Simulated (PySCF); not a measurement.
Isomers of C2H12B2N2, from PySCF 2.14.0, PBE0-D3(BJ)/def2-SVP geometry optimisation, gas phase. One conformer each, no zero-point energy, no frequencies.

Problem. Which isomer lies lower at this level?
A. `[CH3:1][CH2:2][NH+:3]1[BH2-:4][NH2+:5][BH2-:6]1` with C1–C2–N3–B4 -176°: A = 7766, B = 2127, C = 1862 MHz, dipole 0.15 D
B. `[CH3:1][CH2:2][BH-:3]1[NH2+:4][BH2-:5][NH2+:6]1` with C1–C2–B3–N4 -174°: A = 6677, B = 2175, C = 1843 MHz, dipole 0.35 D

Solution. B. That is `CC[BH-]1[NH2+][BH2-][NH2+]1`, 10.7 kcal/mol below the other.

```
                     SMILES                                    mapped SMILES      E (Eh)  relative (kcal/mol)  relative (kJ/mol)  dipole (D)
CC[BH-]1[NH2+][BH2-][NH2+]1  [CH3:1][CH2:2][BH-:3]1[NH2+:4][BH2-:5][NH2+:6]1  -242.28062                  0.0                0.0        0.35
CC[NH+]1[BH2-][NH2+][BH2-]1  [CH3:1][CH2:2][NH+:3]1[BH2-:4][NH2+:5][BH2-:6]1  -242.26350                 10.7               44.9        0.15
```
